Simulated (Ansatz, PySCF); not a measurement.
Species: C₅H₉O, net charge 0, doublet state. SMILES: C(C)[CH]C(=O)C
Geometry: optimised at B3LYP-D3(BJ)/def2-TZVP (Ansatz, a first-principles code).

Unscaled harmonic wavenumbers (cm⁻¹) in rising order, each level at the stationary point that it reaches from this structure (no distance between atoms moves by over 0.3 Å); the order of modes can differ between levels, and a negative number is imaginary. B3LYP-D3(BJ)/def2-TZVP (PySCF, at the structure above): 18, 29, 107, 202, 277, 348, 422, 519, 596, 701, 765, 870, 926, 975, 1018, 1041, 1073, 1159, 1221, 1280, 1332, 1388, 1405, 1447, 1473, 1478, 1478, 1498, 1505, 1604, 2996, 3033, 3034, 3086, 3087, 3104, 3108, 3141, 3148.

HF/3-21G (Ansatz): 15, 45, 137, 221, 304, 389, 464, 576, 619, 792, 834, 947, 949, 1022, 1117, 1164, 1193, 1223, 1325, 1347, 1431, 1478, 1567, 1569, 1599, 1646, 1654, 1659, 1671, 1674, 3197, 3202, 3202, 3252, 3252, 3265, 3293, 3295, 3337. Zero-point energy 85.7 against 79.9 kcal/mol; where all levels lie over 400 cm⁻¹, the wavenumbers are on average 1.078 times those of B3LYP-D3(BJ)/def2-TZVP.

HF/6-31G* (Ansatz): 35, 62, 120, 216, 295, 372, 449, 558, 635, 709, 815, 927, 992, 1055, 1128, 1133, 1169, 1245, 1324, 1401, 1459, 1515, 1553, 1560, 1621, 1625, 1630, 1642, 1645, 1664, 3186, 3202, 3208, 3259, 3262, 3273, 3294, 3316, 3335. Zero-point energy 85.6 against 79.9 kcal/mol; where all levels lie over 400 cm⁻¹, the wavenumbers are on average 1.075 times those of B3LYP-D3(BJ)/def2-TZVP.

B3LYP/6-31G* (Ansatz): 17, 41, 113, 200, 274, 348, 416, 523, 594, 689, 768, 874, 930, 983, 1030, 1052, 1076, 1164, 1227, 1289, 1343, 1411, 1432, 1462, 1500, 1504, 1507, 1528, 1534, 1624, 2999, 3047, 3050, 3104, 3107, 3123, 3127, 3161, 3164. Zero-point energy 80.5 against 79.9 kcal/mol; where all levels lie over 400 cm⁻¹, the wavenumbers are on average 1.007 times those of B3LYP-D3(BJ)/def2-TZVP.
